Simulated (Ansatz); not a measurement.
Abridged output of a molecular run in Ansatz:

```
Functional definition: HF
  name "HF"
  cite "Fock, Z. Phys. 61, 126 (1930) doi:10.1007/BF01340294"
  parent pbe
  exchange = exact_x
  correlation = 0
1383 factors; integrals over basis functions are off by at most 6.7e-4 eV
mean field evaluation 1: about -27641.6347 eV, gradient 4.5e1 eV
mean field evaluation 2: about -27641.9753 eV, gradient 4.5e1 eV
mean field evaluation 4: about -27645.6290 eV, gradient 3.8e0 eV
mean field evaluation 8: about -27645.6865 eV, gradient 5.5e-1 eV
mean field -27645.68727784 eV, -1015.9602685408 hartree, gradient 2.2e-6 eV, S^2 0.000000; 0 other end points of the search recorded, 0 dependent functions left out
14 core orbitals not correlated: weight in the atoms' cores, before any rotation towards them, 1.000 or more for the frozen orbitals, at most 0.000 for the correlated occupied ones
reference -27645.68727784 eV, -1015.9602685408 hartree; 17, 17 occupied and 191, 191 virtual orbitals, 1383 factors
second order -30.17755060 eV of doubles, -0.00000000 eV of singles
cycle   1  -29.70982177 eV  change    4.7e-1 eV  update   1.4e-1
cycle   2  -30.46010056 eV  change   -7.5e-1 eV  update   4.4e-2
cycle   3  -30.64334904 eV  change   -1.8e-1 eV  update   2.0e-2
cycle   4  -30.62392806 eV  change    1.9e-2 eV  update   4.5e-3
cycle   5  -30.61889832 eV  change    5.0e-3 eV  update   1.7e-3
cycle   6  -30.61991039 eV  change   -1.0e-3 eV  update   5.4e-4
cycle   7  -30.61981285 eV  change    9.8e-5 eV  update   1.6e-4
cycle   8  -30.61968188 eV  change    1.3e-4 eV  update   4.7e-5
cycle   9  -30.61969367 eV  change   -1.2e-5 eV  update   1.8e-5
perturbative correction -1.32153161 eV, -0.0485653910 hartree
Total energy: -27677.62850313 eV, -1017.1340869196 hartree
```

Its atoms:

Cartesian coordinates in Å:
```
O -2.299 -1.826 0.564
C -1.392 -1.208 0.191
N -0.456 -0.594 -0.237
Si 0.749 0.586 -0.244
F 2.148 -0.138 -0.119
Cl 0.533 1.832 1.342
H 0.716 1.348 -1.496
```

Q: Which basis set was used?
A. def2-TZVPPD
B. def2-QZVPP
C. cc-pV(Q+d)Z
D. def2-TZVPP

A: D. It gives 222 functions.

Q: Write the keys of the input that set method, charge and spin (a neutral closed shell needs none for the last two).

A: 
```yaml
correlation: {method: ccsd_t}
```
